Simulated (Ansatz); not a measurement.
Start from `C=C[SiH](Cl)Cl` and change one atom or group to get `Cl[SiH](Cl)[GeH3]`.

Ansatz, PBE0-D4/def2-TZVP geometries, multiplicity 1. Each molecule was computed in one conformer, which needn't be the lowest.

Scalar relativity is left out up to krypton.

```
                                                                                  property  `C=C[SiH](Cl)Cl`
                                        size of the dipole moment (ωB97M-V/def2-TZVPP) / D              2.21
                                                     HOMO–LUMO gap (B3LYP/def2-TZVPP) / eV              7.00
                                                       HOMO energy (B3LYP/def2-TZVPP) / eV             -8.27
                                                         LUMO energy (PBE/def2-TZVPP) / eV             -2.07
ideal-gas entropy at 298 K and 1 bar (rigid rotor, harmonic PBE0-D4/def2-TZVP) / J/(mol·K)               352
                                                     HOMO energy (ωB97M-V/def2-TZVPP) / eV            -10.77
```

Q: What does the change do to each property? (Best estimate.)

A: Ansatz gave: 
```csv
property,`Cl[SiH](Cl)[GeH3]`,shift
size of the dipole moment (ωB97M-V/def2-TZVPP) / D,1.42,-0.79
HOMO–LUMO gap (B3LYP/def2-TZVPP) / eV,7.44,0.44
HOMO energy (B3LYP/def2-TZVPP) / eV,-8.00,0.27
LUMO energy (PBE/def2-TZVPP) / eV,-1.25,0.82
"ideal-gas entropy at 298 K and 1 bar (rigid rotor, harmonic PBE0-D4/def2-TZVP) / J/(mol·K)",369,17
HOMO energy (ωB97M-V/def2-TZVPP) / eV,-10.24,0.53
```

With PBE0 the HOMO rises by 0.33 eV and the LUMO rises by 0.69 eV, so the gap widens by about 0.36 eV. PBE moves the HOMO by 0.33 eV and ωB97M-V by 0.53 eV. The zero-point energy changes by -50.6 kJ/mol with -3 modes. Dipoles are sizes alone; their direction can turn.

B3LYP here is the variant with VWN-RPA as its local correlation; programs differ in this.
